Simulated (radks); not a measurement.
The indium ion In5+, configuration [Kr] 4d8. Method: scalar-relativistic Kohn-Sham, PBEsol, spin-polarised, spherical densities, finite nucleus; open shells are filled with parallel spins first (spin-orbit coupling, left out, can overturn this in heavy ions); Fermi nuclear charge, rms radius 4.6156 fm; computed with a radial shooting solver on a logarithmic mesh with Libxc functionals.

Radial electron density D(r) = 4 pi r^2 rho(r):

```
   r/bohr * D(r) (the largest magnitude, 79.9, reaches the edge; | marks zero)
  0.00117 |*
 0.001351 | *
 0.001547 | *
 0.001773 |  *
 0.002031 |  *
 0.002346 |   *
 0.002688 |    *
 0.003079 |      *
 0.003556 |       *
 0.004074 |         *
 0.004668 |           *
 0.005348 |              *
 0.006176 |                 *
 0.007075 |                    *
 0.008106 |                        *
 0.009362 |                            *
  0.01073 |                               *
  0.01229 |                                   *
  0.01408 |                                      *
  0.01626 |                                         *
  0.01863 |                                          *
  0.02134 |                                          *
  0.02465 |                                          *
  0.02824 |                                        *
  0.03235 |                                      *
  0.03706 |                                     *
   0.0428 |                                     *
  0.04904 |                                      *
  0.05618 |                                         *
  0.06489 |                                              *
  0.07434 |                                                   *
  0.08517 |                                                      *
  0.09758 |                                                      *
   0.1127 |                                                   *
   0.1291 |                                             *
   0.1479 |                                        *
   0.1708 |                                     *
   0.1957 |                                      *
   0.2242 |                                         *
   0.2569 |                                            *
   0.2967 |                                           *
   0.3399 |                                      *
   0.3894 |                             *
   0.4497 |                    *
   0.5152 |              *
   0.5903 |            *
   0.6763 |             *
    0.781 |              *
   0.8948 |             *
    1.025 |           *
    1.184 |       *
    1.356 |    *
    1.554 |  *
     1.78 |*
    2.056 |*
    2.356 *
    2.699 *
    3.117 *
    3.571 *
    4.091 *
```

D(r) has 4 maxima, at r = 0.0208, 0.0923, 0.272, 0.800 bohr, and minima at 0.0408, 0.178, 0.595 bohr, inside which lie 1.99, 11.17, 28.99 electrons.
